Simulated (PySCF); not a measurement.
Structure from NMR data

An unknown has the formula C6H9NP2. Its calculated NMR data are:

¹H NMR (400 MHz, computed): δ 9.04 (m, 2H), 7.95 (m, 1H), 3.45 (s, 6H).

¹³C{¹H} NMR (computed): δ 208.0 (C), 161.5 (CH, 2C), 129.5 (CH), 46.3 (CH3, 2C).

PySCF 2.14 calculation with PBE0/pcSseg-1 with gauge-including orbitals and GFN2-xTB structure; one averaged value for each set of equivalent atoms, in vacuum, one computed conformer, non-relativistic.

Referencing at the same level of theory: ¹H and ¹³C vs TMS.

Which of these isomers gave the spectra?
A. CN(C)c1cpccp1
B. CN(C)c1pcccp1
C. C=CC/P=P/CCC#N

Answers

B. 

4 carbon signals for 6 carbons: some carbons are equivalent by symmetry or fast rotation. Carbon types of the structure: 1 × C, 3 × CH, 2 × CH3, which accounts for all hydrogens. δC 208.0: aromatic carbon bearing nitrogen; σ withdrawal by the attached heteroatom moves it downfield of the ring CH carbons. δC 161.5, 129.5: aromatic CH. δC 46.3: methyl carbon bonded to N; deshielded by the electronegative neighbour. δH 9.04, 7.95: hydrogen on an aromatic CH; it sits in the deshielding region of the aromatic ring current. δH 3.45: hydrogen on a methyl carbon bonded to N; its carbon carries N, an electronegative neighbour.

The others: CN(C)c1cpccp1 would give 5 carbon signals, not 4; C=CC/P=P/CCC#N would give 6 carbon signals, not 4.

Splittings by ³¹P in the carbon and heteronuclear signals aren't shown, as no couplings were computed. Shifts are as computed. Against solution values, carbons near 30 ppm lie about +3 ppm off and those near 130 ppm about +5 ppm. Of 1211 compounds with measured shifts, 218 miss one by over three times the rms of a fit or turn the order of signals round; such compounds aren't used in these exercises. Multiplicities follow the n + 1 count of equivalent neighbours, as no J values were calculated; m marks all less simple cases, F and P coupling included.
